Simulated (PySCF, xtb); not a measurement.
iodine monochloride (ClI), SMILES ClI.

GFN2-xTB run with xtb 6.7.1 at its own geometry gives an orbital gap of 3.05 eV and a dipole moment of 2.71 D.

Coordinates come from a B3LYP-D3(BJ)/def2-TZVP optimisation. The def2 effective core potentials stand for the cores of I; spin–orbit coupling is left out.

**Question.** What does ωB97X/def2-TZVPD run with PySCF give? (An estimate is asked for; the answer gives what the named calculation found.)

**Answer.** gap 8.62 eV (levels -10.15 and -1.53 eV), dipole 1.34 D.
